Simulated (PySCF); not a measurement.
Compound: C7H8F2 (charge -1 and doublet state).
Z-matrix (Å and degrees, GFN2-xTB geometry), rows numbered from 1:
```
C 
C   1  1.3665
F   2  1.3842  1  114.20
C   2  1.3972  1  126.99  3  -179.96
C   4  1.4027  2  132.03  1  -179.99
C   5  1.5097  4  117.16  2   179.95
C   5  1.4039  4  125.61  2    -0.04
C   7  1.3598  5  125.72  4  -179.97
F   8  1.3913  7  120.24  5   179.88
H   1  1.0742  2  120.75  3  -179.96
H   1  1.0750  2  121.16  3     0.07
H   4  1.0855  2  111.92  1    -0.01
H   6  1.0939  5  110.99  4  -120.47
H   6  1.0939  5  111.01  4   120.35
H   6  1.0894  5  111.06  4    -0.06
H   7  1.0792  5  118.44  4     0.03
H   8  1.0764  7  129.29  5    -0.03
```

The hyperfine couplings belong to this conformer and change with its torsions.

The species is `[CH2-][C](F)/C=C(C)\C=C\F` [radical] (charge -1).

The calculation used UKS B3LYP, pcH-1 on C F H, non-relativistic, mean-field spin-orbit, GIAO in PySCF 2.14.0. Whether the extra electron is bound in the gas phase wasn't checked; a finite basis holds it in any case. A GFN2-xTB geometry isn't a minimum of the functional, and hyperfine couplings can be far from their values at a DFT geometry, by a factor of two or more for some ions and for spin on atoms past the first row. The SCF solution wasn't tested for stability.

**Question.** The isotropic 13C couplings are +36.8, +25.0, -20.5, +17.3, -15.7, -10.0, +5.8 MHz. Assign them to C1; C2; C4; C5; C6; C7; C8.

**Answer.** 
| site | a_iso (MHz) | ρ(0) (bohr⁻³) | position | distance from C8 (Å) | spin population | largest \|T\| (MHz) |
| --- | --- | --- | --- | --- | --- | --- |
| C1 | +25.0 | +0.0222 | a main spin site | 5.88 | +0.35 | 51.6 |
| C2 | -15.7 | -0.0139 | 1 bond from C1 | 4.52 | -0.02 | 3.6 |
| C4 | +5.8 | +0.0052 | 1 bond from C5 | 3.76 | +0.17 | 32.5 |
| C5 | +17.3 | +0.0154 | a main spin site | 2.46 | +0.24 | 44.5 |
| C6 | -10.0 | -0.0089 | 1 bond from C5 | 2.90 | -0.02 | 0.9 |
| C7 | -20.5 | -0.0183 | 1 bond from C8 | 1.36 | -0.07 | 3.9 |
| C8 | +36.8 | +0.0328 | largest spin population | 0.00 | +0.36 | 64.0 |

**Question.** Match the computed a_iso(19F) values +47.3, -4.5 MHz with the sites F3; F9.

**Answer.** 
| site | a_iso (MHz) | ρ(0) (bohr⁻³) | position | distance from C8 (Å) | bound to | spin population there | largest \|T\| (MHz) |
| --- | --- | --- | --- | --- | --- | --- | --- |
| F3 | -4.5 | -0.0011 | 2 bonds from C1 | 4.23 | C2 | -0.02 | 7.4 |
| F9 | +47.3 | +0.0112 | 1 bond from C8 | 1.39 | C8 | +0.36 | 154.3 |

ρ(0) is the spin density at the nucleus and T the dipolar tensor; entries for several nuclei are means. The largest Mulliken spin populations are on C8 (+0.36), C1 (+0.35), C5 (+0.24) and C4 (+0.17). Four atoms exceed +0.15. Main spin sites, with 60 % or more of the largest population: C1, C5, C8; positions count bonds from the nearest.

Means are taken over nuclei equivalent by connectivity, which assumes that they swap fast. H10 and H11 aren't averaged: C1 is flat or nearly so (angle sum 360°), and its turn about the short C1–C2 bond (1.37 Å) is taken as slow. The three 1H nuclei of mean +11.5 MHz run from 0.4 to 17.1 MHz in the frozen geometry.

C2, the radical centre as drawn in `[CH2-][C](F)/C=C(C)\C=C\F`, holds a spin population of -0.02 out of 1.
